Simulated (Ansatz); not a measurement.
```yaml
crystal:
  periodic: [false, false, false]
  atoms:
    - {symbol: Si, position_ang: [-0.422742, -1.269395, 1.186481]}
    - {symbol: Si, position_ang: [0.792213, 0.053160, -0.529335]}
    - {symbol: O, position_ang: [-0.042272, 0.240551, -2.074913]}
    - {symbol: C, position_ang: [0.192145, 1.784525, -1.030624]}
    - {symbol: Cl, position_ang: [0.766834, 2.862067, -1.468363]}
    - {symbol: Cl, position_ang: [-1.532127, 1.951046, -0.712396]}
    - {symbol: H, position_ang: [-1.958882, -0.941717, 1.057002]}
    - {symbol: H, position_ang: [-0.409924, -2.777395, 0.866174]}
    - {symbol: H, position_ang: [-0.230706, -1.363752, 2.722548]}
    - {symbol: H, position_ang: [2.582052, 0.242148, -0.188404]}
basis:
  gaussian: {orbitals: def2-TZVP, nuclear_model: gaussian}
magnetization: {spin_polarized: true, initial_magnetization: 1}
hamiltonian: {xc: {name: wB97X}}
output: {forces: true}
```

```sh
$ ansatz run in.yaml --threads 4 --pin off --events-out ev --progress --plain --max-ram 10444MiB
```

It prints (some lines left out):

```
Error: a molecule whose nuclei and cores have a total charge of 80 cannot have a net charge of 0 together with 1 unpaired electrons
```

Q: What is wrong with this run?

A: The number of unpaired electrons doesn't fit the electron count. The program refused the input.
